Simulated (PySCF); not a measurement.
**Excitation energy of Tc²⁺ by level of theory**

Tc²⁺ [Kr] 4d5 (6S) → Tc²⁺ [Kr] 4d4 5s1 (6D), as a difference of total energies. Computed with PySCF 2.14 in x2c-TZVPPall, with the spin-free X2C one-electron Hamiltonian (Gaussian nucleus). Correlated levels: valence: [Kr] frozen; valence and next inner shell: [Ar] 3d10 frozen. The calculations carry no spin-orbit coupling.

```csv
method,excitation energy (eV)
UHF,5.760
LDA,5.510
PBE,5.599
PBE0,5.809
r2SCAN,5.793
BHandHLYP,5.758
B97-3,5.845
B2PLYP,5.736
r2SCAN0,5.895
MP2 (valence),5.952
SCS-MP2 (valence),5.824
MP2 (valence and next inner shell),5.846
SCS-MP2 (valence and next inner shell),5.792
```

Task: How much does correlation contribute at MP2 (valence and next inner shell)?

Result: 5.846 − (5.760) = 0.086 eV, measured against UHF.

A first-order spin-orbit estimate (lowest level to lowest level, LS coupling) adds -0.165 eV.

The basis was made for the ground configuration and has no added diffuse functions, so the excitation energy can come out too high.
